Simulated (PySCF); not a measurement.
**Ionisation energy of Cr²⁺ by level of theory**

Cr²⁺ [Ar] 3d4 (5D) → Cr³⁺ [Ar] 3d3 (4F), as a difference of total energies. Computed with PySCF 2.14 in x2c-TZVPPall, with the spin-free X2C one-electron Hamiltonian (Gaussian nucleus). Correlated levels: valence: [Ar] frozen. The calculations carry no spin-orbit coupling.

```csv
method,ionisation energy (eV),plus first-order spin-orbit estimate,error of that sum (eV)
UHF,29.672,29.648,-1.311
MP2 (valence),30.300,30.276,-0.683
SCS-MP2 (valence),29.882,29.857,-1.102
CCSD (valence),30.363,30.338,-0.621
CCSD(T) (valence),30.370,30.346,-0.613
```

Reference: 30.959 ± 0.025 eV (measured; NIST Atomic Spectra Database, ionization energies).

A first-order spin-orbit estimate (lowest level to lowest level, LS coupling) adds -0.024 eV.

Errors of the correlated levels include the incompleteness of this basis and the frozen core.
